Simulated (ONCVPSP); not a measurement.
H: one change to an ONCV potential, before and after

* Element: H (Z = 1)
* Generator: ONCVPSP 4.0.1
* Type: optimised norm-conserving Vanderbilt (ONCV)
* Functional: LDA (Perdew-Zunger)
* Relativity: scalar-relativistic
* Frozen core: none
* Valence charge: 1
* Reference configuration: 1s0.75 (charge +0.25)
* Partial waves: 1s: rc 0.95 bohr, ncon 4, nbas 7, qcut 5.6 1/bohr, 3 projectors, debl 1.3 Ha; p scattering state at 0.02 Ha: rc 0.85 bohr, ncon 4, nbas 8, qcut 9.5 1/bohr, 3 projectors, debl 2.1 Ha
* Local potential: polynomial inside 0.85 bohr (lpopt 5, dvloc0 0 Ha)
* Core correction: none

Change: s: ncon 5, nbas 8.

Cutoffs: the cutoffs (Ha) at which the residual kinetic energy of the hardest occupied pseudo-wave falls to 1 and 0.1 mHa per electron; they do not see the model core or the augmentation charge, which bear on the density cutoff. Errors are all-electron minus pseudo energies relative to the spin-unpolarised reference configuration.

Q: What does the change do?

A: The potential gets harder (18 Ha and 105 Ha → 22 Ha and 137 Ha); both files keep a bound ghost (s); the number of tests with a reliable result goes from 2 to 0.

```csv
quantity,base,changed
"cutoff, loose",18 Ha,22 Ha
"cutoff, tight",105 Ha,137 Ha
bound ghosts,s,s
GHOST(+) flags under 300 eV,none,none
tests with a reliable result,2 of 2,0 of 2
s: phases at 0.96 bohr within 0.05 rad from the reference energy up to (Ha; the scan ends near 5),to the end of the scan,to the end of the scan
p: phases at 0.86 bohr within 0.05 rad from the reference energy up to (Ha; the scan ends near 5),to the end of the scan,to the end of the scan
```

 A true bound ghost makes a file unfit for plane-wave use even where its test errors are small: the radial tests pick states by their node count and pass the ghost by.
